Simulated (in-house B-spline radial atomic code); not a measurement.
Kr³⁺. Computed with a B-spline radial atomic code. Model: all-electron spherical atom, spin shells full or empty, radial basis limit, no spin-orbit coupling, Breit or QED, empty-state partial waves extrapolated as (l+1/2)^-4, RPA, G0W0 and static COHSEX of the highest shell as one setting changes (uncorrelated shells keep exact exchange).

Given: element Kr; charge 3; filled core Ar; hamiltonian one-electron scalar X2C; mean-field start Hartree-Fock; highest l of empty states 9; nuclear rms radius 4.1884 fm; highest mean-field shell 4p up.

Shell: 3d 5 5, 4s 1 1, 4p 3 0 (electrons up and down).

```json
{"lowest nl shells left uncorrelated": "0", "RPA correlation energy (hartree)": "-2.2584", "G0W0 level (eV)": "-51.733", "G0W0 minus most complete (meV)": "0", "COHSEX level (eV)": "-53.335", "linearised minus solved G0W0 (meV)": "-0.1"}
{"lowest nl shells left uncorrelated": "1", "RPA correlation energy (hartree)": "?", "G0W0 level (eV)": "?", "G0W0 minus most complete (meV)": "?", "COHSEX level (eV)": "?", "linearised minus solved G0W0 (meV)": "?"}
{"lowest nl shells left uncorrelated": "2", "RPA correlation energy (hartree)": "-1.9291", "G0W0 level (eV)": "-51.731", "G0W0 minus most complete (meV)": "2.2", "COHSEX level (eV)": "-53.334", "linearised minus solved G0W0 (meV)": "-0.1"}
{"lowest nl shells left uncorrelated": "3", "RPA correlation energy (hartree)": "-1.4385", "G0W0 level (eV)": "-51.721", "G0W0 minus most complete (meV)": "12.3", "COHSEX level (eV)": "-53.312", "linearised minus solved G0W0 (meV)": "-0.1"}
{"lowest nl shells left uncorrelated": "4", "RPA correlation energy (hartree)": "-1.2723", "G0W0 level (eV)": "-51.728", "G0W0 minus most complete (meV)": "4.8", "COHSEX level (eV)": "-53.317", "linearised minus solved G0W0 (meV)": "-0.1"}
{"lowest nl shells left uncorrelated": "5", "RPA correlation energy (hartree)": "-0.79743", "G0W0 level (eV)": "-51.779", "G0W0 minus most complete (meV)": "-46", "COHSEX level (eV)": "-53.391", "linearised minus solved G0W0 (meV)": "-0.1"}
{"lowest nl shells left uncorrelated": "6", "RPA correlation energy (hartree)": "?", "G0W0 level (eV)": "?", "G0W0 minus most complete (meV)": "?", "COHSEX level (eV)": "?", "linearised minus solved G0W0 (meV)": "?"}
{"lowest nl shells left uncorrelated": "7", "RPA correlation energy (hartree)": "-0.054692", "G0W0 level (eV)": "-51.65", "G0W0 minus most complete (meV)": "83.2", "COHSEX level (eV)": "-52.681", "linearised minus solved G0W0 (meV)": "0"}
```

(1) What follows for lowest nl shells left uncorrelated = 1?

(2) What follows for lowest nl shells left uncorrelated = 6?

Results:

(1) RPA correlation energy -2.1047 hartree; G0W0 level -51.732 eV; G0W0 minus most complete 1.3 meV; COHSEX level -53.334 eV; linearised minus solved G0W0 -0.1 meV.

(2) RPA correlation energy -0.15387 hartree; G0W0 level -51.501 eV; G0W0 minus most complete 232.3 meV; COHSEX level -52.892 eV; linearised minus solved G0W0 0 meV.
